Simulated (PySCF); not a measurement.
tantalum atom (Ta), quartet (core potentials on Ta). Base run: DF-HF/def2-SVP run with PySCF.

Here is a job for PySCF.
```python
from pyscf import gto, scf

mol = gto.M(
    atom='''
Ta    0.00000000    0.00000000    0.00000000
''',
    basis='def2-svp',
    ecp={'Ta': 'def2-svp'},
    spin=3,
    verbose=4,
)

mf = scf.UHF(mol)
mf = mf.density_fit(auxbasis='def2-universal-jkfit')
mf.kernel()
```

The base run was repeated with changes; each row names its change, and settings that it needs were set with it.

```csv
change,basis functions,E (Eh),HOMO (eV)
base,32,-56.27874,-6.00
basis = LANL2DZ,22,-57.09765,-6.16
basis = def2-SV(P),…,…,-6.00
basis = def2-SVPD,35,-56.27875,-5.99
basis = def2-TZVP,40,-56.29083,-5.92
basis = def2-TZVPD,43,-56.29085,-5.92
basis = def2-TZVPP,56,-56.29253,-5.92
basis = def2-QZVP,72,-56.29337,-5.92
basis = def2-QZVPP,…,…,-5.92
```

**Question.** What belongs in the gaps?

**Answer.** 
- basis = def2-SV(P), basis functions: 25
- basis = def2-SV(P), E (Eh): -56.27571
- basis = def2-QZVPP, basis functions: 81
- basis = def2-QZVPP, E (Eh): -56.29355

Totals compare only among sets that treat the same electrons; sets with core potentials leave the core out.

Open shells are given as the SCF converged; they aren't shown to be the lowest states, and a large step between rows can be another state.
